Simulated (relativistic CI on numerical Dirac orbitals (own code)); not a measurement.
Method of calculation: Dirac-Coulomb-Breit CI, KLI orbitals optimised for each configuration, a model potential for QED, unscaled Slater integrals (own radial code, finite nucleus).

The strongest absorption lines from the ground level of an ion, among the configurations computed and to levels below about 1280 eV (vacuum wavelength in Å, gf): 17.687 (0.2), 18.028 (0.85), 18.191 (1.3), 18.402 (1.3), 20.378 (0.14), 21.118 (0.34), 33.957 (0.71), 35.914 (0.16).

Question: Which ion is it?
A. Os LIX
B. Lu LVI
C. Os LXI
D. Dy LI

Answer: C. Os LXI has 16 electrons and the ground level 3s²3p⁴ ³P2; the strongest line goes to 3s²3p³3d ³D°2. The pattern of lines fixes the number of electrons, and along that sequence the line energies rise steadily with the charge (about as its square where n changes within one kind of shell, about linearly where n is kept but much faster in heavy ions where fine structure, which grows about as Z⁴, sets the gap, and irregularly where shells cross), which fixes Z. Configurations outside the model, such as inner-shell arrays, can give stronger lines. At this charge energies of transitions that change n are usually good to better than 1 %, and those within a shell (Δn = 0) to a few per cent.

LS names give the leading component of a level, which can be under half, so a name can repeat, a term be missing and a line seem to break the LS rules.
